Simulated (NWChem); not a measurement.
System: GeH3SeI; SMILES [GeH3][Se]I

Here is an NWChem input.

```
start job
memory heap 200 mb stack 900 mb global 1100 mb
geometry units angstroms noautoz
  Se     1.138806    -0.451812     0.015689
  I     -0.246582     1.672417    -0.021032
  Ge    -0.680006    -1.969634     0.003278
  H     -0.003951    -3.351999     0.026389
  H     -1.542126    -1.749439     1.254659
  H     -1.505045    -1.773953    -1.276869
end
basis spherical
  Se library sto-3g
  I library sto-3g
  Ge library sto-3g
  H library sto-3g
end
dft
  xc xtpss03 ctpss03
  iterations 150
  mulliken
end
task dft energy
```

All runs use the structure optimised with PBE0/def2-SVP (def2 core potentials past Kr). Not confirmed as a minimum by frequencies.

Task: Predict the main results of this run. (TPSS/STO-3G, non-relativistic.) Quantities: basis functions; energy (Ha); highest occupied level (eV); orbital gap (eV); dipole (D).

Result: The number of basis functions is 66 and the energy (Ha) is -11282.22. The highest occupied level (eV) is -2.72 and the orbital gap (eV) comes out as 2.70. The dipole (D) is 2.18.
